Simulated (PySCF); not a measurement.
Electron correlation in Pb (lead, neutral)

Starting occupation: [Xe] 4f14 5d10 6s2 6p2, 6p1/2 with m_j = -1/2, +1/2. All numbers are calculated (PySCF 2.14, X2C-1e with screened-nucleus spin-orbit coupling, Gaussian nucleus, in x2c-TZVPPall-2c with one added diffuse shell each of s, p, d, f type (12s12p10d4f, 126 functions)). Frozen: [Xe] 4f14; 14 electrons correlated; the 54 highest virtual spinors left out.

MP2 pair energies summed by pair of shells (mhartree):

```
       pair   energy  share (%)
5d3/2-5d5/2  -108.02       28.8
5d5/2-5d5/2   -78.88       21.1
5d5/2-6s1/2   -45.49       12.1
5d3/2-5d3/2   -31.97        8.5
5d3/2-6s1/2   -28.52        7.6
5d5/2-6p1/2   -23.12        6.2
6p1/2-6s1/2   -18.02        4.8
5d3/2-6p1/2   -15.02        4.0
6s1/2-6s1/2   -13.71        3.7
6p1/2-6p1/2   -11.93        3.2
```

Total MP2 correlation energy: -374.68 mhartree.

The virtual space was cut to 106 spinors, which keep -374.64 of the -374.68 mhartree of MP2 correlation.

| level | correlation energy (mhartree) |
| --- | --- |
| CCSD | -356.76 |
| (T) | -8.81 |
| CCSD(T) | -365.57 |

Diagnostics: T1 = 0.0080, largest double amplitude 0.117.

Cost of the coupled-cluster step: 390 s of wall time on 4 threads of Neoverse-V2 (shared host), for 14 occupied and 106 virtual spinors.

This basis was not built for core-valence correlation, so the inner-shell part is incomplete.
